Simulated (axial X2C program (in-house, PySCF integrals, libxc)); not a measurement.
## Testing model relations on NiSe⁺

A bond curve at the PBE0 level, two-component, was computed with an in-house relativistic program for diatomic molecules (basis Se dyall-cv3z [8s9p6d4f1g], Ni dyall-cv3z [9s9p6d3f2g] (cores contracted in-house)) for the state Ω = 3/2 (⟨Sz⟩ = 1.49, ⟨Lz⟩ = 0.01 at PBE0). Its fit gives Re = 2.1954 Å, ωe = 290.6 cm⁻¹, ωexe = 1.45 cm⁻¹ and αe = 5.999e-04 cm⁻¹; the masses are 79.9165 and 57.9353 u. Two-component means X2C with spin–orbit coupling and atomic mean-field Coulomb and Gaunt terms.

(1) Find the reduced mass, Be and the force constant.

(2) Estimate the centrifugal constant by the Kratzer relation.

(3) Where do the fundamental and the first overtone lie?

(4) A Morse curve ties αe to the other constants (Pekeris). How well does that hold?

One determinant describes the state; a PBE0 search over occupations chose it and may have missed a lower one. Density functionals use the spin component along the axis (collinear). PBE0 can misorder states that lie within some tenths of an eV, so this need not be the ground state of the molecule. The nearest other 2c determinant of the search, Ω = 7/2, lies 0.08 eV up at the distance of the search. With several unpaired electrons one determinant need not be a pure state. This is the top spin component of a Σ state; components of lower Ω are not single determinants and can lie lower. The levels of this run spread widely (ωe from 237 to 336 cm⁻¹), so these constants depend on the method.

Results:

(1) From the PBE0 values: μ = 33.5867 u. Be = 16.8576/(μ Re²) = 0.1041 cm⁻¹. k = 5.8918×10⁻⁷ μ ωe² = 1.67 mdyn/Å.

(2) D = 4Be³/ωe² = 5.35e-08 cm⁻¹.

(3) ν(1←0) = ωe − 2ωexe = 287.7 cm⁻¹; ν(2←0) = 2ωe − 6ωexe = 572.5 cm⁻¹.

(4) αe(Morse) = 6Be²/ωe × (√(ωexe/Be) − 1) = 6.116e-04 cm⁻¹; the PBE0 curve gives 5.999e-04 cm⁻¹, a ratio of 1.02.
